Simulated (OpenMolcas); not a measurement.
Pd5+: moving or changing the point charges

Pd5+ among 4 point charges of -1 e arranged as a tetrahedron (Td), 1.84 Å from the ion.
```
   1.0623    1.0623    1.0623  -1.00
   1.0623   -1.0623   -1.0623  -1.00
  -1.0623    1.0623   -1.0623  -1.00
  -1.0623   -1.0623    1.0623  -1.00
```

```
Program             : OpenMolcas
Method              : CASSCF
Basis               : ANO-RCC-VDZP [6s5p3d1f]
Scalar Hamiltonian  : DKH2, point nucleus
Active space        : 5 electrons in 5 orbitals (4d)
State averaging     : 2S+1 = 6 even, 1 root; 2S+1 = 4 even, 24 roots; 2S+1 = 2 even, 75 roots
Spin-orbit coupling : state interaction with AMFI integrals over the reference wave functions
```

Runs around this geometry, states (labels of Td). Energies in cm-1 above the lowest state or level, χT in cm3 K/mol; 10Dq and B are least-squares fits to the states below 45000 cm-1, weighted by degeneracy, with a free offset, and given where the rms deviation is under 5 % of |10Dq| (or 100 cm-1) and under 700 cm-1; 10Dq is negative for this site.

```json
{"R (Å)": "1.84", "q (e)": "-0.8", "Ground state": "6A1", "10Dq": "-1202", "B (rms of fit)": "1085 (9)", "First gap with spin-orbit (degeneracies)": "0.1 (4, 2)", "χT at 300 K": "4.362", "First state of another spin": "4T1 32821"}
{"R (Å)": "1.84", "q (e)": "-1", "Ground state": "6A1", "10Dq": "-1500", "B (rms of fit)": "1085 (9)", "First gap with spin-orbit (degeneracies)": "0.1 (4, 2)", "χT at 300 K": "4.362", "First state of another spin": "4T1 32707"}
{"R (Å)": "1.94", "q (e)": "-1", "Ground state": "6A1", "10Dq": "-1150", "B (rms of fit)": "1085 (9)", "First gap with spin-orbit (degeneracies)": "0.1 (4, 2)", "χT at 300 K": "4.362", "First state of another spin": "4T1 32843"}
```

Taking |10Dq| as R^-n, n = -ln(1150 / 1500) / ln(1.94 / 1.84) = 5.0 between the shortest and longest distance. The point-charge formula for a cubic d site gives n = 5.

Scaling the charges by -0.8 / -1 = 0.80 scales |10Dq| by 1202 / 1500 = 0.80; with fixed orbitals a first-order splitting would follow the charge.

Without dynamic correlation the repulsion within the d shell is too large (B by tens of per cent), so at a given field states of lower spin stand too high. Point charges give a weaker field than real ligands, and real ions of this kind are as a rule low spin; the high spin found here belongs to the model. This is an electrostatic model: the charges have no orbitals. No measured value stands beside these numbers.
